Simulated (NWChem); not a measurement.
System: SnHCl, singlet; SMILES [Cl][SnH]

The following NWChem deck was run.

```
start job
memory heap 200 mb stack 900 mb global 1100 mb
geometry units angstroms noautoz
  Sn     0.011934     0.643791     0.000000
  H     -1.768609     0.798183     0.000000
  Cl    -0.042496    -1.749110     0.000000
end
basis spherical
  * library sto-3g
end
dft
  xc xpbe96 cpbe96
  iterations 150
  mulliken
end
task dft energy
```

NWChem printed, in part:

```
             Northwest Computational Chemistry Package (NWChem) 7.3.0
             --------------------------------------------------------

 CS  symmetry detected

                             Geometry "geometry" -> ""
                             -------------------------

 Output coordinates in angstroms (scale by  1.889725989 to convert to a.u.)

  No.       Tag          Charge          X              Y              Z
 ---- ---------------- ---------- -------------- -------------- --------------
    1 Sn                  50.0000     0.03087191     0.59648338     0.00000000
    2 H                    1.0000    -1.75178157     0.72422084     0.00000000
    3 Cl                  17.0000     0.01224625    -1.79696411     0.00000000

 Effective nuclear repulsion energy (a.u.)     205.6523804250

      Symmetry information
      --------------------

 Group name             Cs
 Group number              2
 Group order               2
 No. of unique centers     3

  pbe96 is a nonlocal functional; adding pw91lda local functional.

                                 NWChem DFT Module
                                 -----------------

 Summary of "ao basis" -> "ao basis" (spherical)
 ------------------------------------------------------------------------------
       Tag                 Description            Shells   Functions and Types
 ---------------- ------------------------------  ------  ---------------------
 Sn                          sto-3g                 11       27   5s4p2d
 H                           sto-3g                  1        1   1s
 Cl                          sto-3g                  5        9   3s2p

      Symmetry analysis of basis
      --------------------------

        a'         27
        a"         10

            General Information
            -------------------
          SCF calculation type: DFT
          Wavefunction type:  closed shell.
          No. of atoms     :     3
          No. of electrons :    68
           Alpha electrons :    34
            Beta electrons :    34
          Charge           :     0
          Spin multiplicity:     1
          Use of symmetry is: on ; symmetry adaption is: on
          Maximum number of iterations: 150
          AO basis - number of functions:    37
                     number of shells:    17
          Convergence on energy requested:  1.00D-06
          Convergence on density requested:  1.00D-05
          Convergence on gradient requested:  5.00D-04

              XC Information
              --------------
          PerdewBurkeErnzerhof Exchange Functional  1.000
            Perdew 1991 LDA Correlation Functional  1.000 local
           PerdewBurkeErnz. Correlation Functional  1.000 non-local

             Grid Information
             ----------------
          Grid used for XC integration:  medium
          Radial quadrature: Mura-Knowles
          Angular quadrature: Lebedev.
          Tag              B.-S. Rad. Rad. Pts. Rad. Cut. Ang. Pts.
          ---              ---------- --------- --------- ---------
          Sn                  1.45      123           7.0       590
          H                   0.35       45           8.0       434
          Cl                  1.00       88           8.0       590
          Grid pruning is: on
          Number of quadrature shells:   256
          Spatial weights used:  Erf1

      Superposition of Atomic Density Guess
      -------------------------------------

 Sum of atomic energies:       -6418.21075639

      Non-variational initial energy
      ------------------------------

 Total energy =   -6417.956008
 1-e energy   =   -9294.838038
 2-e energy   =    2671.229650
 HOMO         =      -0.078139
 LUMO         =       0.121369

      Symmetry analysis of molecular orbitals - initial
      -------------------------------------------------

  Numbering of irreducible representations:

     1 a'          2 a"

  Orbital symmetries:

     1 a'          2 a'          3 a'          4 a'          5 a"
     6 a'          7 a'          8 a'          9 a'         10 a"
    11 a'         12 a'         13 a"         14 a'         15 a"
    16 a'         17 a'         18 a'         19 a"         20 a'
    21 a'         22 a'         23 a"         24 a'         25 a'
    26 a'         27 a'         28 a"         29 a"         30 a'
    31 a'         32 a"         33 a'         34 a'         35 a"
    36 a'         37 a'

     ---------------------------------------------
      Total Density - Mulliken Population Analysis
     ---------------------------------------------

    Atom       Charge   Shell Charges
 -----------   ------   -------------------------------------------------------
    1 Sn  50    48.99   2.00  2.00  6.00  2.00  5.99  2.00  5.97  1.83  1.20 10.00  9.99
    2 H    1     1.30   1.30
    3 Cl  17    17.72   2.00  2.00  6.00  1.98  5.74

   convergence    iter        energy       DeltaE   RMS-Dens  Diis-err
 ---------------- ----- ----------------- --------- --------- ---------
 d= 0,ls=0.0,diis     1  -6420.2479466652 -6.63D+03  7.22D-02  1.73D-01
 d= 0,ls=0.0,diis     2  -6419.8092066658  4.39D-01  5.31D-02  1.90D+00
 d= 0,ls=0.0,diis     3  -6420.3012669452 -4.92D-01  6.82D-03  5.89D-03
 d= 0,ls=0.0,diis     4  -6420.3020440670 -7.77D-04  3.36D-03  3.14D-03
 d= 0,ls=0.0,diis     5  -6420.3031118531 -1.07D-03  2.54D-04  5.06D-06
  Resetting Diis
 d= 0,ls=0.0,diis     6  -6420.3031143023 -2.45D-06  4.59D-05  2.18D-07
 d= 0,ls=0.0,diis     7  -6420.3031144153 -1.13D-07  5.62D-06  1.34D-09

         Total DFT energy =    -6420.303114415266
      One electron energy =    -9289.505346101923
           Coulomb energy =     2852.898754543406
    Exchange-Corr. energy =     -189.348903281774
 Nuclear repulsion energy =      205.652380425026

 Numeric. integr. density =       67.999985679992

                  Occupations of the irreducible representations
                  ----------------------------------------------

                     irrep           alpha         beta
                     --------     --------     --------
                     a'               25.0         25.0
                     a"                9.0          9.0

                       DFT Final Molecular Orbital Analysis
                       ------------------------------------

 Vector   32  Occ=2.000000D+00  E=-1.879942D-01  Symmetry=a"
              MO Center=  1.4D-02, -1.6D+00, -4.6D-17, r^2= 1.4D+00
   Bfn.  Coefficient  Atom+Function         Bfn.  Coefficient  Atom+Function
  ----- ------------  ---------------      ----- ------------  ---------------
    37      0.973340  3 Cl pz                33     -0.271523  3 Cl pz
    17      0.255538  1 Sn pz                13     -0.093250  1 Sn pz
    24      0.053579  1 Sn d -1               9      0.034848  1 Sn pz

 Vector   33  Occ=2.000000D+00  E=-1.756012D-01  Symmetry=a'
              MO Center=  9.2D-02, -1.4D+00,  1.3D-17, r^2= 2.0D+00
   Bfn.  Coefficient  Atom+Function         Bfn.  Coefficient  Atom+Function
  ----- ------------  ---------------      ----- ------------  ---------------
    35      0.911289  3 Cl px                14      0.287346  1 Sn s
    36     -0.269068  3 Cl py                31     -0.253758  3 Cl px
    16      0.160270  1 Sn py                15      0.149845  1 Sn px
    10     -0.079701  1 Sn s                 32      0.074534  3 Cl py
    12     -0.064696  1 Sn py                23      0.053790  1 Sn d -2

 Vector   34  Occ=2.000000D+00  E=-1.061185D-01  Symmetry=a'
              MO Center=  1.4D-01,  4.6D-01, -2.1D-15, r^2= 3.1D+00
   Bfn.  Coefficient  Atom+Function         Bfn.  Coefficient  Atom+Function
  ----- ------------  ---------------      ----- ------------  ---------------
    14      0.673281  1 Sn s                 15      0.483529  1 Sn px
    28     -0.427579  2 H  s                 35     -0.381677  3 Cl px
    16      0.252330  1 Sn py                36     -0.249582  3 Cl py
    11     -0.190952  1 Sn px                10     -0.160222  1 Sn s
    31      0.104082  3 Cl px                12     -0.094982  1 Sn py

 Vector   35  Occ=0.000000D+00  E=-3.396587D-02  Symmetry=a"
              MO Center=  3.0D-02,  4.2D-01,  2.7D-15, r^2= 2.5D+00
   Bfn.  Coefficient  Atom+Function         Bfn.  Coefficient  Atom+Function
  ----- ------------  ---------------      ----- ------------  ---------------
    17      1.017290  1 Sn pz                13     -0.345491  1 Sn pz
    37     -0.336488  3 Cl pz                 9      0.128784  1 Sn pz
    33      0.089697  3 Cl pz                 5     -0.050445  1 Sn pz

 Vector   36  Occ=0.000000D+00  E= 1.003457D-01  Symmetry=a'
              MO Center=  6.7D-02,  4.9D-02,  7.5D-17, r^2= 2.7D+00
   Bfn.  Coefficient  Atom+Function         Bfn.  Coefficient  Atom+Function
  ----- ------------  ---------------      ----- ------------  ---------------
    16      1.055724  1 Sn py                36      0.684282  3 Cl py
    34      0.342399  3 Cl s                 12     -0.323407  1 Sn py
    14     -0.254432  1 Sn s                 15     -0.195187  1 Sn px
    32     -0.167168  3 Cl py                 8      0.120523  1 Sn py
    28     -0.117135  2 H  s                 27      0.089140  1 Sn d  2

 Vector   37  Occ=0.000000D+00  E= 2.235181D-01  Symmetry=a'
              MO Center= -8.5D-01,  5.5D-01, -1.7D-15, r^2= 2.2D+00
   Bfn.  Coefficient  Atom+Function         Bfn.  Coefficient  Atom+Function
  ----- ------------  ---------------      ----- ------------  ---------------
    15      0.998913  1 Sn px                28      0.989851  2 H  s
    14     -0.514886  1 Sn s                 11     -0.272723  1 Sn px
    36      0.204666  3 Cl py                16      0.134825  1 Sn py
    35     -0.133072  3 Cl px                34      0.118872  3 Cl s
     7      0.102233  1 Sn px                27     -0.082684  1 Sn d  2

[...]
```

Level: PBE/STO-3G, non-relativistic. Low-valent species are run as closed-shell singlets; no triplet was tried in these runs. Coordinates come from a PBE0/def2-SVP (def2 core potentials past Kr) optimisation.
